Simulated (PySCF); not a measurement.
H7NO2Si2, SMILES N[SiH2]O[SiH2]O.

Coordinates come from a r2SCAN-D4/def2-SVP optimisation. The structure was generated by enumeration, and PubChem lists no compound with its InChIKey, so it may never have been made. The values are those of a single conformer.

The numbers are results of TDA-B3LYP/def2-SVPD run with PySCF 2.14.0, not measurements.

Vertical excitations. The molecule is in vacuum.

Q: Give excitation energies, oscillator strengths and character. (An estimate is asked for; the answer gives what the named calculation found.)

A: 
```json
[
 {"state": "S1", "energy (eV)": "6.45", "λ (nm)": "192", "f": "0.040", "main pairs": "HOMO→LUMO 86 %"},
 {"state": "S2", "energy (eV)": "6.99", "λ (nm)": "177", "f": "0.020", "main pairs": "HOMO→LUMO+1 82 %, HOMO→LUMO 12 %"},
 {"state": "S3", "energy (eV)": "7.24", "λ (nm)": "171", "f": "0.003", "main pairs": "HOMO−1→LUMO 92 %"},
 {"state": "S4", "energy (eV)": "7.41", "λ (nm)": "167", "f": "0.041", "main pairs": "HOMO→LUMO+2 86 %"},
 {"state": "S5", "energy (eV)": "7.63", "λ (nm)": "162", "f": "0.027", "main pairs": "HOMO−2→LUMO 82 %"},
 {"state": "S6", "energy (eV)": "7.77", "λ (nm)": "160", "f": "0.008", "main pairs": "HOMO−1→LUMO+1 69 %, HOMO−1→LUMO+2 12 %"},
 {"state": "S7", "energy (eV)": "7.82", "λ (nm)": "158", "f": "0.005", "main pairs": "HOMO→LUMO+3 85 %"},
 {"state": "S8", "energy (eV)": "7.97", "λ (nm)": "156", "f": "0.011", "main pairs": "HOMO−1→LUMO+2 44 %, HOMO→LUMO+4 35 %, HOMO−3→LUMO 10 %"},
 {"state": "S9", "energy (eV)": "8.00", "λ (nm)": "155", "f": "0.014", "main pairs": "HOMO→LUMO+4 51 %, HOMO−1→LUMO+2 35 %"},
 {"state": "S10", "energy (eV)": "8.09", "λ (nm)": "153", "f": "0.043", "main pairs": "HOMO−3→LUMO 75 %, HOMO−1→LUMO+1 12 %"},
 {"state": "T1", "energy (eV)": "6.13", "λ (nm)": "202", "f": "0", "main pairs": "HOMO→LUMO 67 %, HOMO→LUMO+1 27 %"},
 {"state": "T2", "energy (eV)": "6.81", "λ (nm)": "182", "f": "0", "main pairs": "HOMO→LUMO+1 35 %, HOMO→LUMO+2 33 %, HOMO→LUMO 25 %"},
 {"state": "T3", "energy (eV)": "6.97", "λ (nm)": "178", "f": "0", "main pairs": "HOMO→LUMO+2 54 %, HOMO→LUMO+1 28 %"},
 {"state": "T4", "energy (eV)": "7.06", "λ (nm)": "176", "f": "0", "main pairs": "HOMO−1→LUMO 78 %"}
]
```
Triplets are in the Tamm–Dancoff approximation.
